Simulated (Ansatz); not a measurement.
`CC(C)[O][Sn][O]C(C)C` + `CC(C)[O][Zn][F]` → `CC(C)[O][Sn][F]` + `CC(C)[O][Zn][O]C(C)C`  (redistribution)

Calculated with Ansatz (gas phase, PBE0-D4/def2-TZVP geometries, no zero-point term in ΔE). CCSD(T)/CBS adds triple-zeta CCSD(T) − MP2 to the extrapolated MP2 energy (def2 sets, frozen cores). Functionals use def2-TZVPP. Elements past krypton have def2 core potentials. For Sn, Zn outer-core shells are correlated without core-valence functions, which leaves a few kJ/mol of doubt a bond. Scalar relativity is left out up to krypton. Each species was taken in one conformer, which may not be the lowest.

```json
{"level": "PBE-D4", "ΔE (eV)": "-0.13"}
{"level": "ωB97X-V", "ΔE (eV)": "-0.12"}
{"level": "B2PLYP", "ΔE (eV)": "-0.08"}
{"level": "r2SCAN", "ΔE (eV)": "-0.14"}
{"level": "PBE0", "ΔE (eV)": "-0.12"}
{"level": "MP2/def2-TZVPP", "ΔE (eV)": "-0.03"}
{"level": "SCS-MP2/def2-QZVPP", "ΔE (eV)": "-0.01"}
{"level": "HF/CBS(def2)", "ΔE (eV)": "0.01"}
```

Task: What does CCSD(T)/CBS give? (Estimate.)

Result: The calculation gave: -0.04 eV. The listed levels differ from it by -0.09, -0.08, -0.04, -0.10, -0.08, 0.01, 0.03, 0.05 eV.

Largest T1 diagnostic among the species: 0.016.
